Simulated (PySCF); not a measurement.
Telling isomers of C₆H₁₁N₃ apart by NMR

Method: shieldings: GIAO PBE0/pcSseg-1, PBE0-D3(BJ)/def2-SVP geometry, in PySCF (non-relativistic Hamiltonian, a single conformation, rapidly exchanging positions averaged, gas phase).

Scale: TMS for ¹H (σ = 31.27 ppm), ¹³C (σ = 184.41 ppm) (reference shieldings calculated alike). Where no couplings were computed, multiplicities follow the n + 1 count of equivalent neighbours, and m marks all less simple cases (inequivalent or close neighbours, rings, F or P nearby). Shifts are as computed. Against solution values, carbons near 30 ppm lie about +2 ppm off and those near 130 ppm about +5 ppm. Of 1313 compounds with measured shifts, 239 miss one by over three times the rms of a fit or turn the order of signals round; such compounds aren't used in these exercises. OH and NH positions are gas-phase values without hydrogen bonding to other molecules.

(1) Tabulate the signals of `Cc1n[nH]c(C(C)C)n1`, `CCc1cnn(CC)n1`, `Cc1cnn(C(C)C)n1` and their relative energies.

(2) What is the quickest way to tell Cc1n[nH]c(C(C)C)n1 from Cc1cnn(C(C)C)n1?

(3) What is the quickest way to tell CCc1cnn(CC)n1 from Cc1cnn(C(C)C)n1?

(4) What is the quickest way to tell Cc1n[nH]c(C(C)C)n1 from CCc1cnn(CC)n1?

Results:

(1) 
| SMILES | carbon types | δC | δH | E rel. (kcal/mol) |
| --- | --- | --- | --- | --- |
| Cc1n[nH]c(C(C)C)n1 | 2×C 1×CH 3×CH3 | 165.3, 163.6, 29.0, 21.2, 16.0 | 9.01 (br s, 1H), 2.90 (sept, 1H), 2.34 (s, 3H), 1.32 (d, 6H) | 0.0 |
| CCc1cnn(CC)n1 | 1×C 1×CH 2×CH2 2×CH3 | 154.1, 136.8, 50.9, 22.3, 19.4, 18.1 | 7.32 (s, 1H), 4.14 (q, 2H), 2.57 (q, 2H), 1.34 (t, 3H), 1.18 (t, 3H) | 18.1 |
| Cc1cnn(C(C)C)n1 | 1×C 2×CH 3×CH3 | 144.9, 138.0, 57.3, 23.8, 12.2 | 7.40 (s, 1H), 4.41 (sept, 1H), 2.33 (s, 3H), 1.42 (d, 6H) | 15.8 |

Energies are electronic energies at PBE0/pcSseg-1 on these geometries, without zero-point or thermal terms, each for the one conformer computed, which needn't be the lowest.

(2) Both give the same number of carbon signals, but DEPT or the intensities differ. The first has an sp3 CH on an aromatic ring at 29.0 ppm, the second an aromatic CH next to a ring nitrogen at 138.0 ppm. Their most deshielded carbons lie at 165.3 and 144.9 ppm. In the proton spectra the most deshielded non-exchanging signals are 2.90 (sept, 1H) and 7.40 (s, 1H).

(3) Count the carbon signals: 6 against 5. The first has an sp3 CH2 bonded to N at 50.9 ppm, the second an sp3 CH bonded to N at 57.3 ppm. Their most deshielded carbons lie at 154.1 and 144.9 ppm.

(4) Count the carbon signals: 5 against 6. The first has an sp3 CH on an aromatic ring at 29.0 ppm, the second an aromatic CH next to a ring nitrogen at 136.8 ppm. Their most deshielded carbons lie at 165.3 and 154.1 ppm. In the proton spectra the most deshielded non-exchanging signals are 2.90 (sept, 1H) and 7.32 (s, 1H).
